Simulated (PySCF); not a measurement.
# Ba⁴⁷⁺: ionisation energy

Ba⁴⁷⁺ [He] 2s2 2p5 (2P) → Ba⁴⁸⁺ [He] 2s2 2p4 (3P), as a difference of total energies. All numbers are calculated (PySCF 2.14, scalar relativity by spin-free X2C-1e, in an even-tempered Gaussian basis (19 s from 23 bohr⁻², ratio 2.2; 12 p from 29 bohr⁻², ratio 2.2; 6 d from 120 bohr⁻², ratio 2.4; 5 f from 180 bohr⁻², ratio 2.4; 4 g from 270 bohr⁻², ratio 2.4)). Correlated levels: nothing frozen; virtual orbitals above 40 to 60 times the deepest correlated orbital energy dropped. The calculations carry no spin-orbit coupling.

| method | ionisation energy (eV) |
| --- | --- |
| UHF | 8694.7 |
| LDA | 8691.1 |
| PBE | 8694.2 |
| PBE0 | 8694.8 |
| r2SCAN | 8698.3 |
| r2SCANh | 8698.1 |
| BLYP | 8695.2 |
| MP2 (all electrons) | 8696.4 |
| SCS-MP2 (all electrons) | 8696.4 |

Spin-orbit coupling is strong in these open shells (close to jj coupling). The scalar numbers leave it out and a first-order estimate fails, so it can dominate the gap to the real levels.

For this ion Breit and QED terms and the two-electron picture change, all absent here, outweigh the differences among the correlated methods.

For comparison: 8565 ± 4 eV (theoretical estimate listed by NIST; NIST Atomic Spectra Database, ionization energies).
